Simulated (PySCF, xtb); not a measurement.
C4H8BN, SMILES C1B(N)CC=C1. The values are those of a single conformer.

Harmonic wavenumbers (cm⁻¹) from xtb 6.7.1 with GFN2-xTB at its own minimum, in rising order: 104, 287, 322, 343, 517, 519, 598, 715, 727, 735, 752, 824, 878, 891, 1008, 1010, 1078, 1107, 1118, 1128, 1233, 1238, 1311, 1435, 1453, 1455, 1547, 1702, 2932, 2932, 2962, 2962, 3063, 3080, 3481, 3515.

Problem. What does PBE-D3(BJ)/def2-SVP (PySCF) give at its own minimum? (The exact figures need the calculation; the answer reports its results.)

Solution. 84, 305, 340, 351, 515, 516, 546, 665, 717, 741, 741, 811, 875, 929, 940, 942, 1068, 1072, 1088, 1112, 1174, 1208, 1322, 1347, 1347, 1407, 1560, 1640, 2939, 2942, 2970, 2971, 3083, 3107, 3509, 3606. Paired by order, the mean absolute difference is 30 cm⁻¹ and the zero-point energies are 72.9 and 72.2 kcal/mol.
